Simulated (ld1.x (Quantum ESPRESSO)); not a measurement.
Transferability test, ultrasoft potential for As (Z = 33)

ld1.x (Quantum ESPRESSO) 7.5 input, shortened:

```
&input
   title='As', zed=33., rel=0, dft='PBE', iswitch=3,
   config='[Ar] 3d10 4s2 4p3'
 /
 &inputp
   pseudotype=3, tm=.true., lloc=-1, rcloc=1.05,
   nlcc=.false.
 /
6
4S  1  0   2.00   0.00  1.20  1.45  0.0
4S  1  0   0.00   4.30  1.20  1.45  0.0
4P  2  1   3.00   0.00  1.75  2.25  0.0
4P  2  1   0.00   0.35  1.75  2.25  0.0
3D  3  2  10.00   0.00  1.15  1.25  0.0
3D  3  2   0.00  -1.60  1.15  1.25  0.0
 &test
   configts(1)='3d10 4s2 4p3'
 /
```

Energies are relative to the spin-unpolarised reference configuration 3d10 4s2 4p3; without spin polarisation the order of configurations can differ from experiment. Not all tests gave a result: 1 of 7 tests not solved or not reliable. Left out of the table: 3d10 4s2 4p2.5 (pseudo-atom not self-consistent, printed error +37 meV).

```csv
valence configuration,charge,ΔE all-electron (eV),error AE − PS (meV)
3d10 4s2 4p2,+1,9.180,-0.4
3d10 4s2 4p0,+3,54.779,+8.1
3d10 4s1 4p0,+4,104.659,+81
3d10 4s1 4p4,0,8.926,-3.6
3d9 4s2 4p4,0,41.232,-1463
```

Question: What are ΔE and the potential's error for 3d10 4s2 4p1?

Answer: ΔE = 27.106 eV all-electron; the error (AE − PS) is -0.5 meV.

A Bessel basis up to 400 Ry misses an occupied level by 0.38 Ry, so cutoffs were not judged. Note: ghost state, extra bound levels that the all-electron valence spectrum of the same l lacks: s at -70.9 eV (other channels not judged).
